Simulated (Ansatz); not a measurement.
CH6AlGaO (`[CH3][AlH][O][GaH2]`), relaxed with RKS PBE0-D4/def2-TZVP in Ansatz 0.2.0 from a GFN2-xTB geometry. The force threshold is 0.005 eV/Å; the program also tests the step.

Charge 0, multiplicity 1.

Start:

```xyz
10

C    -1.744    1.239   -0.102
Al   -0.657   -0.186    0.755
O     0.843   -0.652    0.134
Ga    2.394   -1.185   -0.478
H    -2.680    1.409    0.433
H    -1.211    2.196   -0.139
H    -2.000    0.992   -1.138
H    -1.016   -1.000    2.006
H     3.672   -0.748    0.290
H     2.400   -2.064   -1.760
```

Question: How much energy does the relaxation release, and in how many steps? (Estimate.)

Answer: Computed: 6.21 kJ/mol, in 15 steps, 3 of them rejected.

Question: Which bonds change most? (An estimate is asked.)

Answer: The calculation gave: Al2–H8 from 1.535 to 1.588 Å; C1–Al2 from 1.986 to 1.948 Å; O3–Ga4 from 1.751 to 1.765 Å; Al2–O3 from 1.689 to 1.680 Å.

Question: Give the relaxed structure. (An estimate is asked.)

Answer: The calculation gave: 
```xyz
10

C    -1.676    1.231   -0.069
Al   -0.692   -0.246    0.733
O     0.812   -0.670    0.117
Ga    2.393   -1.152   -0.505
H    -2.599    1.459    0.470
H    -1.068    2.141   -0.099
H    -1.945    1.002   -1.106
H    -1.243   -1.092    1.958
H     3.629   -0.445    0.138
H     2.388   -2.228   -1.637
```
